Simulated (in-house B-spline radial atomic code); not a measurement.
Relativistic effects in the iron ion Fe⁸⁺, [Ne] 3s2 3p6: non-relativistic Hartree-Fock (point nucleus) against Dirac-Hartree-Fock (Fermi nucleus of rms radius 3.7377 fm), both averages of the configuration, computed with an all-electron radial atomic-structure program (B-spline basis).

```csv
orbital,ε NR (Eh),ε Dirac (Eh),<r> NR (bohr),<r> Dirac (bohr),change of <r> (%)
1s1/2,-268.09,-270.5,0.05913,0.05843,-1.2
2s1/2,-38.82,?,0.2678,?,?
2p1/2,-34.284,-34.678,0.2352,0.2321,-1.3
2p3/2,-34.284,-34.212,0.2352,0.235,-0.1
3s1/2,-10.14,-10.233,0.753,0.7467,-0.8
3p1/2,-8.5907,-8.658,0.7652,0.7589,-0.8
3p3/2,-8.5907,?,0.7652,?,?
```

Q: What happens to 3p3/2?

A: Its energy goes to -8.5831 hartree and <r> to 0.7647 bohr (-0.06 %).

Q: What happens to 2s1/2?

A: Its energy goes to -39.321 hartree and <r> to 0.2645 bohr (-1.21 %).

Q: What explains the pattern of contraction and expansion?

A: The s and p1/2 orbitals contract directly, as their density near the nucleus moves at relativistic speed. Nothing expands appreciably in this ion.

Q: By how much does the total energy change?

A: By -9.1795 hartree, from -1242.155 to -1251.335.
